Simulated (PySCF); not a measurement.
Computed shifts of a molecule C3H6BN3, B3LYP/pcSseg-1 in PySCF, GIAO, gas phase, equivalent atoms averaged, in ppm (number of nuclei): ¹³C: 182.8 (2), 35.3 (1). ¹⁵N: 416.9 (1), 408.2 (1), 126.0 (1). ¹H: 8.35 (2), 4.80 (1), 3.75 (3). References: ¹³C against TMS (σ = 181.3 ppm); ¹⁵N against NH3 (σ = 265.5 ppm); ¹¹B against BF3 (σ = 86.3 ppm); ¹H against TMS (σ = 31.68 ppm), references at their B3LYP-D3(BJ)/def2-TZVP geometries, non-relativistic. The structure is a stationary point at B3LYP-D3(BJ)/def2-SVP. One conformer was computed; it need not be the lowest.

Q: Identify the compound among the candidates.
A. CC1=NB(N)C=N1
B. CC1=NB(N)N=C1
C. CNB1N=CC=N1
D. C#C/C=N/B(N)N

A: C, CNB1N=CC=N1
